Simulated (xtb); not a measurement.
C₂H₈OZr, SMILES CC[O][ZrH3], multiplicity 1. All values are semi-empirical tight-binding results from xtb (GFN2-xTB unless named), good for trends rather than for accurate numbers. The structure is a stationary point at GFN2-xTB. The spin state was assumed, not searched. The structure was generated by enumeration; whether it is a known compound was not checked. Other conformers were not sampled.

The geometry has at least one imaginary mode, so it is a saddle point at that level.

For metal compounds this method's bond lengths and energies can be far off.

Question: Estimate the properties. (The exact figures need the calculation; the answer reports its results.)

Answer: 
| Property | Value |
|---|---|
| orbital gap | 3.40 eV |
